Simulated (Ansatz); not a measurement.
Basis-set series for `[CH2]1[S][GeH2]1`. Total charge 0; spin multiplicity 1. The geometry is a stationary point of PBE0-D4/def2-TZVP.

```json
{"atom": "C1", "x (Å)": "0.9592", "y (Å)": "-0.1880", "z (Å)": "-0.1001"}
{"atom": "S2", "x (Å)": "0.2826", "y (Å)": "0.9478", "z (Å)": "-1.3892"}
{"atom": "Ge3", "x (Å)": "-0.9204", "y (Å)": "0.0859", "z (Å)": "0.2241"}
{"atom": "H4", "x (Å)": "1.2809", "y (Å)": "-1.1514", "z (Å)": "-0.4819"}
{"atom": "H5", "x (Å)": "1.6711", "y (Å)": "0.2784", "z (Å)": "0.5730"}
{"atom": "H6", "x (Å)": "-1.3587", "y (Å)": "1.0320", "z (Å)": "1.3385"}
{"atom": "H7", "x (Å)": "-1.9147", "y (Å)": "-1.0048", "z (Å)": "-0.1643"}
```

```tsv
functional	basis	functions	energy (Eh)	HOMO (eV)	LUMO (eV)
PBE0-D4	def2-TZVPP	177	-2515.27329	-6.77	-0.47
PBE0-D4	def2-QZVPP	336	-2515.33259	-6.79	-0.63
ωB97M-V	def2-TZVPP	177	-2515.55261	-8.95	1.39
ωB97M-V	def2-QZVPP	336	-2515.61020	-8.98	1.00
```

Problem. Give the rows for def2-SVP. (Estimate.)

Solution. The calculation gave: 
```csv
functional,basis,functions,energy (Eh),HOMO (eV),LUMO (eV)
PBE0-D4,def2-SVP,84,-2514.82584,-6.67,-0.28
ωB97M-V,def2-SVP,84,-2515.10453,-8.82,1.65
```

Positive LUMOs are unbound and depend on the basis. Scalar relativity is left out up to krypton.

All numbers were calculated with Ansatz.
